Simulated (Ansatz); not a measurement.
Reaction (formal exchange of groups at the Si–As bond): `[SiH3][SiH](S)[AsH2]` + `CNCOC` → `CO[SiH]([SiH3])S` + `CNC[AsH2]`

Computed with Ansatz on PBE0-D4/def2-TZVP structures; ΔE is electronic, products minus reactants. CCSD(T)/CBS is the MP2 limit (def2-TZVPP, def2-QZVPP) plus CCSD(T) − MP2 in def2-TZVPP, frozen cores. Functionals use def2-TZVPP. B3LYP here is the variant with VWN-RPA as its local correlation; programs differ in this. For As outer-core shells are correlated without core-valence functions, which leaves a few kJ/mol of doubt a bond. Scalar relativity is left out up to krypton. Each species was taken in one conformer, which may not be the lowest.

`[SiH3][SiH](S)[AsH2]`:

```xyz
11

Si   -1.773    0.065    0.052
Si    0.467   -0.466    0.437
S     1.053    0.616    2.194
As    1.882    0.138   -1.363
H    -2.231   -0.682   -1.151
H    -2.639   -0.295    1.207
H    -1.887    1.524   -0.211
H     0.636   -1.933    0.641
H     2.336    0.216    2.165
H     1.130    1.439   -1.600
H     1.026   -0.621   -2.370
```

`CNCOC`:

Z-matrix (Å, degrees):
```
C
N 1 1.447
H 1 1.091 2 109.5
H 1 1.098 2 114.3 3 122.2
H 1 1.093 2 109.0 3 -117.5
C 2 1.423 1 115.3 3 176.6
H 2 1.010 1 111.9 3 -53.8
O 6 1.418 2 116.7 1 56.0
H 6 1.099 2 108.2 1 179.7
H 6 1.093 2 109.0 1 -61.8
C 8 1.400 6 113.3 2 68.0
H 11 1.100 8 111.5 6 55.0
H 11 1.099 8 112.5 6 -66.9
H 11 1.090 8 107.6 6 174.1
```

`CO[SiH]([SiH3])S`:

Cartesian coordinates in Å:
```
C 2.256 0.644 -0.166
O 0.853 0.761 -0.059
Si -0.186 -0.465 -0.387
Si -2.330 0.382 -0.023
S 0.151 -2.208 0.813
H 2.555 0.377 -1.186
H 2.642 -0.114 0.522
H 2.697 1.609 0.086
H 0.042 -0.995 -1.761
H -3.333 -0.616 -0.480
H -2.513 0.612 1.436
H -2.546 1.662 -0.748
H -0.288 -1.648 1.954
```

`CNC[AsH2]`:

Z-matrix (Å, degrees):
```
C
N 1 1.448
H 1 1.092 2 109.7
H 1 1.093 2 109.5 3 -117.8
H 1 1.103 2 113.9 3 121.7
C 2 1.440 1 113.0 3 -177.1
H 2 1.012 1 110.5 3 -53.3
As 6 1.973 2 114.3 1 175.7
H 6 1.095 2 109.3 1 -65.6
H 6 1.104 2 114.1 1 53.4
H 8 1.522 6 94.8 2 40.3
H 8 1.527 6 94.5 2 -52.3
```

**Question.** Is it downhill or uphill in electronic energy at CCSD(T)/CBS, and by how much? (Best estimate.)

**Answer.** The calculation gave: Downhill: ΔE = -74.9 kJ/mol.

**Question.** What do these levels give: PBE-D4, r2SCAN-D4, PBE0-D4, B3LYP-D4, ωB97X-V, ωB97M-V, PBE, B3LYP, HF/def2-TZVPP, MP2/def2-TZVPP, SCS-MP2/def2-TZVPP, CCSD/def2-TZVPP? (Estimate.)

**Answer.** Ansatz gave: PBE-D4 -57.6, r2SCAN-D4 -67.1, PBE0-D4 -60.3, B3LYP-D4 -71.8, ωB97X-V -70.9, ωB97M-V -73.6, PBE -59.5, B3LYP -74.8, HF/def2-TZVPP -82.9, MP2/def2-TZVPP -80.5, SCS-MP2/def2-TZVPP -82.8, CCSD/def2-TZVPP -77.8 kJ/mol.

Largest T1 diagnostic among the species: 0.012.

The D4 term adds +3.0 kJ/mol with B3LYP and +1.7 kJ/mol with PBE0; it sums over pairs of atoms, weighted by their polarisabilities, and B3LYP, whose exchange is more repulsive, gets the larger term.
